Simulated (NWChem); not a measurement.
Molecule: ZnBr, doublet; SMILES [Zn][Br]

```xyz
2

Zn     0.0000     0.0000    -1.2536
Br     0.0000     0.0000     1.0657
```
Atoms are numbered in this order, from 1.

All runs: NWChem. Pople sets run with spherical d functions. Spin-unrestricted. Structure relaxed at the PBE-D3(BJ)/def2-SVP, spin-unrestricted level. The spin multiplicity was typed, not searched, and may not be the lowest. No stability test was run on the SCF state. Vzz is the largest principal value of the second derivative of the potential at the nucleus (NWChem prints the opposite sign); η is the asymmetry. Non-relativistic.

```csv
level,Vzz Zn1 (a.u.),η Zn1,Vzz Br2 (a.u.),η Br2
PBE/def2-SVP,-0.608,0.00,3.730,0.00
B3LYP/def2-SVP,-0.688,0.00,3.639,0.00
B3LYP/6-31G*,-0.558,0.00,2.994,0.00
```
